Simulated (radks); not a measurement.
Results of a calculation; reference values are marked as such.
Pt6+, configuration [Xe] 4f14 5d4. Code: a radial shooting solver on a logarithmic mesh with Libxc functionals. Model: non-relativistic Kohn-Sham, LB94 model potential, spin-polarised, spherical densities, point nucleus; open shells are filled with parallel spins first (spin-orbit coupling, left out, can overturn this in heavy ions); relativity is left out, which matters for an element this heavy.

Radial electron density D(r) = 4 pi r^2 rho(r):

```
   r/bohr * D(r) (the largest magnitude, 140, reaches the edge; | marks zero)
0.0008493 |*
 0.001124 | *
 0.001487 |  *
 0.001967 |    *
 0.002603 |       *
 0.003444 |           *
 0.004557 |                *
 0.006029 |                       *
 0.007978 |                              *
  0.01056 |                                    *
  0.01385 |                                       *
  0.01833 |                                     *
  0.02426 |                                   *
  0.03209 |                                      *
  0.04246 |                                               *
  0.05618 |                                                      *
  0.07434 |                                                   *
  0.09836 |                                            *
   0.1301 |                                                *
   0.1722 |                                                 *
   0.2278 |                                  *
   0.3015 |                             *
   0.3989 |                                 *
   0.5278 |                        *
   0.6983 |           *
   0.9239 |      *
    1.222 |    *
    1.617 | *
     2.14 *
    2.832 *
    3.747 *
```

D(r) has 4 maxima, at r = 0.0144, 0.0599, 0.154, 0.393 bohr, and minima at 0.0252, 0.102, 0.283 bohr, inside which lie 1.94, 11.41, 30.50 electrons.
